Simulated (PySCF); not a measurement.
InCl₃, SMILES [Cl][In]([Cl])[Cl]. Geometry: PBE0-D3(BJ)/def2-SVP. The isomer is the one that the SMILES or the coordinates give; other isomers of the formula were not compared. The def2 effective core potentials stand for the cores of In; spin–orbit coupling is left out.

Level of theory: PBE0-D3(BJ)/def2-SVP in PySCF.

Harmonic wavenumbers (cm⁻¹): 93, 93, 99, 346, 404, 404. Rotational constants (GHz): 1.766, 1.766, 0.8831; symmetry number 6.

Task: Work out the zero-point energy and the ideal-gas rigid-rotor harmonic-oscillator thermochemistry at 298.15 K and 1 atm.

Result: ZPE = ½ Σ hcν = ½ × 1438 cm⁻¹ = 8.60 kJ/mol. H − E(el) = 26.95 kJ/mol. Entropy in J/(mol K): translation 176.08, rotation 107.05, vibration 57.56, total 340.70. G − E(el) = -74.63 kJ/mol. Cp = 76.63 J/(mol K). Modes under 150 cm⁻¹ make the vibrational entropy uncertain.
